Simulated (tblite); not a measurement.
Species: C3H12OSi3.
Atom-mapped SMILES: `[CH3:1][C@H:2]1[CH2:3][SiH2:4][O:5][SiH2:6][SiH2:7]1` (hydrogens: H8, H9, H10 on C1; H11 on C2; H12, H13 on C3; H14, H15 on Si4; H16, H17 on Si6; H18, H19 on Si7)

Geometry (GFN2-xTB, Å), atoms numbered from 1 in this order:
```
atom  x, y, z in Å
C1    -1.1477   -1.3972    0.6346
C2    -0.6217   -0.8530   -0.6909
C3    -1.0994    0.5898   -0.9222
Si4   -0.6073    1.8737    0.4007
O5     0.9214    1.6089    0.8846
Si6    2.1373    0.5198    0.7447
Si7    1.2969   -0.9964   -0.7768
H8    -0.8936   -2.4501    0.7438
H9    -0.7206   -0.8535    1.4754
H10   -2.2325   -1.3021    0.6884
H11   -1.0541   -1.4717   -1.4894
H12   -0.7225    0.9241   -1.8932
H13   -2.1896    0.5893   -1.0120
H14   -0.5979    3.2212   -0.1662
H15   -1.4298    1.7761    1.6070
H16    3.2918    1.3309    0.3479
H17    2.3508    0.0445    2.1173
H18    1.6714   -0.7390   -2.1805
H19    1.6374   -2.4061   -0.5208
```

Computed with GFN2-xTB (tblite): harmonic, unscaled wavenumbers at the GFN2-xTB geometry, gas phase. Errors from tens to a few hundred cm⁻¹ against measured bands are possible. Modes of hydrogen on silicon can be 10 to 20 % off. One conformer, not necessarily the lowest.

Harmonic wavenumbers (cm⁻¹): 62.4, 77.5, 139.5, 201.1, 231.3, 244.3, 281.1, 321.6, 361.6, 448.9, 455.7, 463.9, 520.9, 567.7, 579.6, 597.3, 603.3, 611.6, 635.7, 702.4, 722.6, 770.5, 782.8, 787.8, 810.9, 819.3, 950.1, 1006.1, 1020.5, 1051.9, 1122.5, 1167.5, 1229.7, 1290.6, 1326.0, 1418.6, 1491.4, 1504.8, 1510.8, 2146.9, 2171.4, 2185.2, 2216.3, 2248.3, 2272.7, 2876.0, 2935.1, 2957.4, 2997.5, 3016.8, 3024.1.

A = 1609, B = 1582, C = 991.4 MHz; mass 148.020 u (most abundant isotopes); point group C1, symmetry number 1.

Q: Zero-point energy?

A: Half the sum of the wavenumbers: 29970 cm⁻¹ = 85.69 kcal/mol.

Q: What is S at 200 K and 1 bar for an ideal gas of classical rigid rotors and harmonic oscillators?

A: Translation 38.93, rotation 28.04, vibration 17.24: S = 84.2 cal/(mol K).

Q: And Cp and H(200 K) − H(0)?

A: Cp = 30.88 cal/(mol K), of which vibrations give 22.93 (their classical limit is 51 R = 101.3); H(200 K) − H(0) = 3.62 kcal/mol without the zero-point energy, 2.03 from vibrations.

Q: What must be added to the electronic energy to get the Gibbs energy at 200 K and 1 bar?

A: ZPE + [H(200 K) − H(0)] − T·S = 85.69 + 3.62 − 16.84 = 72.47 kcal/mol.

Q: How do the functions run with temperature in this model?

A: 
| T (K) | S (cal/(mol K)) | Cp (cal/(mol K)) | H − H(0) (kcal/mol) | G − H(0) (kcal/mol) | ln q(vib) |
| --- | --- | --- | --- | --- | --- |
| 100 | 68.0 | 17.6 | 1.21 | -5.60 | 1.23 |
| 300 | 99.2 | 43.5 | 7.35 | -22.40 | 6.25 |
| 500 | 126.0 | 61.8 | 18.03 | -44.99 | 11.92 |
| 800 | 159.1 | 78.5 | 39.30 | -87.95 | 20.08 |
| 1000 | 177.4 | 85.6 | 55.74 | -121.64 | 25.07 |

q(vib) and H(0) count from the zero-point level.

Q: Blend soft modes into free rotors: weight 1/[1 + (100 cm⁻¹/ν̃)⁴] for the oscillator and the rest for a rotor with moment μB/(μ + B), μ = h/(8π²ν), B = 10⁻⁴⁴ kg m². What vibrational entropy results?

A: 16.40 cal/(mol K) in place of 17.24, which changes −T·S at 200 K by +0.17 kcal/mol.

Q: Which modes carry the vibrational entropy at 200 K?

A: 62.4 cm⁻¹: 3.60; 77.5 cm⁻¹: 3.17; 139.5 cm⁻¹: 2.06; 201.1 cm⁻¹: 1.42; 231.3 cm⁻¹: 1.19; 244.3 cm⁻¹: 1.10 cal/(mol K); the other 45 give 4.70 together.

Hindered rotation and anharmonicity are outside this model. Other conformers, if any are populated, would add a mixing term that is left out. The structure is chiral; the term R ln 2 for an equal mix with its mirror image is left out.

Hardware: one thread of an Arm Neoverse N1, no GPU, shared host. Cost: 1.5 s. This covers the Hessian and the dipole derivatives.
